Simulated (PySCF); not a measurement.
## SnGe: from constants to spectrum

UHF-CCSD(T) constants of SnGe, ³Σ⁻ (triplet), unpaired electrons π ↑↑ (PySCF, scalar-relativistic core potentials, basis sets Sn def2-SVP with ECP28, Ge def2-SVP; masses 119.9022 and 73.9212 u):

| Property | Result |
| --- | --- |
| ωe | 233.2 cm⁻¹ |
| ωexe | 0.475 cm⁻¹ |
| Be | 0.05435 cm⁻¹ |
| αe | 0.000157 cm⁻¹ |
| De to Sn + Ge | 2.14 eV |

(1) What force constant and bond length do these constants imply?

(2) Estimate the centrifugal constant D from the Kratzer relation and find the Dunham coefficient a1.

Correlated steps freeze 13 core orbitals. Correlated levels converge slowly with the basis: in double zeta they bind strong bonds too weakly, by up to about 1 eV, and carry superposition errors of some tenths. Spin–orbit coupling is left out, which matters for elements this heavy, above all for dissociation energies. The state was picked by a PBE0 search and need not be the measured ground state.

Results:

(1) Reduced mass μred = 45.729 u; k = 5.8918×10⁻⁷·μred·ωe² (u, cm⁻¹, mdyn/Å) = 1.47 mdyn/Å; Re = √(16.8576/(μred·Be)) (u, cm⁻¹, Å) = 2.604 Å.

(2) D = 4Be³/ωe² = 1.18e-08 cm⁻¹; a1 = −1 − αeωe/(6Be²) = -3.07.
